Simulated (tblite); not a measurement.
A tight-binding relaxation on `COC1=CC=C([SiH2]C)[SiH2]B1`.

Computed with GFN2-xTB geometry optimisation, gas phase (tblite 0.8.0). Start geometry: from a force field or distance geometry. A driver script takes a list of jobs; this job's settings line and coordinates (Å) are shown.

Command:
```bash
OMP_NUM_THREADS=1 python probes_run.py task.json out
```

Input:
```
{"job": {"kind": "relax", "xc": "GFN2-xTB", "basis": "xTB"}, "charge": 0, "multiplicity": 1}
C      4.275900     0.902600     0.139000
O      3.006900     1.212200     0.731900
C      1.809500     0.565000     0.434100
C      0.704100     0.985400     1.086600
C     -0.686500     0.464100     0.956200
C     -1.096600    -0.507700     0.116200
Si    -2.868900    -1.000500     0.076200
C     -3.903300     0.450500    -0.465400
Si     0.056400    -1.400700    -1.006200
B      1.736100    -0.578700    -0.648000
H      5.043100     1.561700     0.574800
H      4.216600     1.085000    -0.952700
H      4.537200    -0.150300     0.350100
H      0.837800     1.769900     1.819800
H     -1.428500     0.947700     1.585600
H     -3.290700    -1.426700     1.436200
H     -3.059200    -2.113500    -0.858800
H     -4.977300     0.137300    -0.503900
H     -3.786300     1.286800     0.252600
H     -3.579000     0.772500    -1.473000
H      0.085800    -2.821500    -0.666500
H     -0.344500    -1.182500    -2.406000
H      2.706800    -0.931400    -1.223300
```

Output:
```
step      E/eV     max force
  0    -765.53950    2.134
  1    -765.71270    1.090
  2    -765.78327    0.656
  3    -765.83606    0.546
  4    -765.87636    0.519
  5    -765.90689    0.371
  6    -765.93154    0.351
  7    -765.94678    0.240
  8    -765.95624    0.246
  9    -765.96319    0.189
... (218 lines left out)
228    -766.02332    0.024
229    -766.02344    0.025
230    -766.02353    0.019
231    -766.02361    0.019
232    -766.02366    0.017
233    -766.02370    0.016
234    -766.02373    0.019
235    -766.02377    0.018
236    -766.02380    0.014
237    -766.02384    0.010
```

«max force» is the largest atomic force in eV/Å.

From which step on does the largest force stay under 0.1 eV/Å, and how much energy is left to gain from there?

From step 142 (0.060 eV/Å), 10.1 meV above the end.

Summary of the converged run: energy lowered by 11.2 kcal/mol over 237 steps; largest atomic force 0.010 eV/Å at the end.

Where do the atoms end?

0.864 Å rms from the input after alignment:
```
atom  x, y, z in Å
C1     4.2723    0.8194    0.1490
O2     3.1374    0.9359    0.9646
C3     1.9286    0.4399    0.5080
C4     0.9243    0.6295    1.4221
C5    -0.4617    0.2793    1.3514
C6    -1.1217   -0.3204    0.3361
Si7   -2.9625   -0.6943    0.5018
C8    -3.8663   -0.1454   -1.0729
Si9   -0.1247   -0.7726   -1.2120
B10    1.7125   -0.2554   -0.8394
H11    5.0783    1.3113    0.6929
H12    4.1308    1.3177   -0.8155
H13    4.5393   -0.2284   -0.0252
H14    1.2263    1.1168    2.3441
H15   -1.0162    0.5480    2.2467
H16   -3.5161    0.0137    1.6678
H17   -3.1468   -2.1408    0.6968
H18   -4.9311   -0.3445   -1.0025
H19   -3.7406    0.9177   -1.2567
H20   -3.4843   -0.6773   -1.9389
H21   -0.4026   -2.2046   -1.4540
H22   -0.7855   -0.0687   -2.3336
H23    2.6055   -0.4501   -1.5750
```

Time: 2.2 s of wall time. Hardware: one thread, Arm Neoverse V2 (aarch64), on a shared host.
Labels such as C1 count atoms from 1, the log's own numbers from 0.
